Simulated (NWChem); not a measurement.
System: CH$_{5}$GaO; SMILES C[O][GaH2]

```xyz
8

Ga    -0.1113    -0.6859    -0.0251
H     -1.2064    -1.8015     0.0639
H      1.4520    -0.7954    -0.1944
O     -0.7746     0.9841     0.0868
C      0.0466     2.1354     0.0280
H      1.1148     1.8973    -0.0926
H     -0.2600     2.7668    -0.8169
H     -0.0708     2.7222     0.9490
```
Atoms are numbered in this order, from 1.

All runs: NWChem. The geometry was optimised at B3LYP/6-31G* (spherical d). Static field.

```
level                                    isotropic polarisability (bohr³)  anisotropy (bohr³)
---------------------------------------  --------------------------------  ------------------
PBE/aug-cc-pVDZ                                                      51.9                22.0
B3LYP/aug-cc-pVDZ                                                    49.4                19.7
LDA (Slater exchange, VWN5)/aug-cc-pVDZ                                 ?                   ?
BHandHLYP/aug-cc-pVDZ                                                46.4                16.8
```

Q: Some entries are withheld; supply them.

A: 
- LDA (Slater exchange, VWN5)/aug-cc-pVDZ, isotropic polarisability (bohr³): 52.8
- LDA (Slater exchange, VWN5)/aug-cc-pVDZ, anisotropy (bohr³): 22.9
